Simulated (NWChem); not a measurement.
System meant: CH7BP2; SMILES CB(P)P

Here is an NWChem input.

```
start job
memory heap 200 mb stack 900 mb global 1100 mb
geometry units angstroms noautosym nocenter noautoz
  B      0.346141    -0.006841    -0.013918
  C      1.921599    -0.001303     0.079043
  H      2.348196    -0.924116     0.489988
  H      2.333398     0.849532     0.634873
  H      2.306107     0.085987    -0.950202
  P     -0.592783    -1.678092    -0.031720
  H      0.247902    -2.423892    -0.899418
  H     -1.633398    -1.428236    -0.962833
  P     -0.620318     1.629444     0.238117
  H     -1.657901     1.516628    -0.722596
  H      0.206755     2.519813    -0.496093
end
basis spherical
  B library def2-svp
  C library def2-svp
  H library def2-svp
  P library def2-svp
end
dft
  xc xtpss03 ctpss03
  iterations 150
end
property
  shielding 7 1 2 3 5 6 7 8
end
task dft property
```

End of the output:

```
 Vector   27  Occ=0.000000D+00  E= 2.738740D-02
              MO Center=  9.2D-02,  2.5D-02, -4.3D-01, r^2= 7.5D+00
   Bfn.  Coefficient  Atom+Function         Bfn.  Coefficient  Atom+Function
  ----- ------------  ---------------      ----- ------------  ---------------
    17      1.119836   2 C  s                47      0.763328   6 P  s
    75      0.763290   9 P  s                63     -0.692536   7 H  s
    96     -0.692515  11 H  s                56     -0.637217   6 P  pz
    84     -0.598990   9 P  pz                3     -0.562752   1 B  s
    68     -0.552239   8 H  s                91     -0.552250  10 H  s

 center of mass
 --------------
 x =  -0.13392353 y =  -0.02876364 z =   0.08747418

 moments of inertia (a.u.)
 ------------------
         690.923379987164           3.230636492616          -3.525543448291
           3.230636492616         341.706227764222         -53.404270995970
          -3.525543448291         -53.404270995970         991.567347218126

     Multipole analysis of the density
     ---------------------------------

     L   x y z        total         alpha         beta         nuclear
     -   - - -        -----         -----         ----         -------
     0   0 0 0     -0.000000    -24.000000    -24.000000     48.000000

     1   1 0 0      0.344371      0.914051      0.914051     -1.483732
     1   0 1 0      0.051089      0.569811      0.569811     -1.088533
     1   0 0 1     -0.591123     -0.857133     -0.857133      1.123144

     2   2 0 0    -29.857696   -114.195229   -114.195229    198.532763
     2   1 1 0     -0.084041      0.883166      0.883166     -1.850373
     2   1 0 1      1.168820     -2.700156     -2.700156      6.569132
     2   0 2 0    -32.057456   -194.964528   -194.964528    357.871600
     2   0 1 1      0.010471    -13.979726    -13.979726     27.969922
     2   0 0 2    -31.915243    -24.803741    -24.803741     17.692240

          -----------------------------------------
          Chemical Shielding Tensors (GIAO, in ppm)
          -----------------------------------------

 ------------------------------------------------------------------------
  xtpss03: d2 not coded                    0
 ------------------------------------------------------------------------
 ------------------------------------------------------------------------
  current input line :
    29: task dft property
 ------------------------------------------------------------------------
 ------------------------------------------------------------------------
 This error has not yet been assigned to a category
 ------------------------------------------------------------------------
 For more information see the NWChem manual at https://nwchemgit.github.io

0: xtpss03: d2 not coded:Received an Error in Communication
```

**Question.** What is wrong, and how is it mended?

**Answer.** The program stopped with an error. Cause: this functional's second derivatives, which shieldings need, aren't coded here; the fix takes a hybrid GGA instead. This input runs:
```
start job
memory heap 200 mb stack 900 mb global 1100 mb
geometry units angstroms noautosym nocenter noautoz
  B      0.346141    -0.006841    -0.013918
  C      1.921599    -0.001303     0.079043
  H      2.348196    -0.924116     0.489988
  H      2.333398     0.849532     0.634873
  H      2.306107     0.085987    -0.950202
  P     -0.592783    -1.678092    -0.031720
  H      0.247902    -2.423892    -0.899418
  H     -1.633398    -1.428236    -0.962833
  P     -0.620318     1.629444     0.238117
  H     -1.657901     1.516628    -0.722596
  H      0.206755     2.519813    -0.496093
end
basis spherical
  B library def2-svp
  C library def2-svp
  H library def2-svp
  P library def2-svp
end
dft
  xc pbe0
  iterations 150
end
property
  shielding 7 1 2 3 5 6 7 8
end
task dft property
```
It converges to -749.26400 Ha (PBE0/def2-SVP, GIAO).
